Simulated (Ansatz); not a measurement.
`[F][SnH2]` radical. Total charge 0; spin multiplicity 2. Correlated methods include outer-core shells of Sn, which these sets cover unevenly. Sn: def2 effective core potential.

```xyz
4

F    -1.122    0.412   -1.214
Sn    0.471    0.144   -0.154
H     0.517   -1.568    0.069
H     0.134    1.012    1.299
```

Question: Give the diagnostics of a CCSD(T)/def2-TZVPP run (frozen core, the Gaussian-basis code of Ansatz). (Best estimate.)

Answer: Ansatz gave: T1 = 0.0165, largest single amplitude 0.041, largest double 0.035, (T) share of the correlation energy 2.6 %, 11 CCSD cycles. ⟨S²⟩ of the UHF reference is 0.756 against 0.75 for a pure state. T1 lies under the customary mark of 0.045 for open shells.
